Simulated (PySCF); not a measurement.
A run for PySCF: U-HF/6-31G* on BH5OSi (SMILES BO[SiH3]), a point of a bond scan (R = 1.194 Å).

```python
from pyscf import gto, scf, dft, mp
from pyscf.data.elements import chemcore

mol = gto.M(
    atom='''
    B    -0.35530603    0.16770934    1.74610802
    H    -1.12197553    0.72282709    2.47443685
    H     0.51570290   -0.54223566    2.16560005
    O    -0.48933143    0.35730853    0.41765439
    Si    0.33065961   -0.20123129   -0.91475675
    H     0.86264245    0.96822479   -1.64324521
    H    -0.62978211   -0.93425439   -1.76420217
    H     1.43535929   -1.09433874   -0.49777027
    ''',
    basis='6-31g*',
    cart=True,
    charge=0, spin=0, verbose=3, max_memory=1800)
mf = scf.UHF(mol)
mf.conv_tol = 1e-8
mf.max_cycle = 100
mf.init_guess_breaksym = True
mf.kernel()
if not mf.converged:
    mf = mf.newton().run(mf.mo_coeff, mf.mo_occ)
for _ in range(4):
    mo, _, stable, _ = mf.stability(return_status=True)
    if stable:
        break
    mf.kernel(mf.make_rdm1(mo, mf.mo_occ))
```

Output:

```
converged SCF energy = -391.440176424924  <S^2> = 4.8843241e-10  2S+1 = 1
<class 'pyscf.scf.uhf.UHF'> wavefunction is stable in the internal stability analysis
```

The calculation finished and met its thresholds.

Cost: very roughly 1.6 core-seconds.
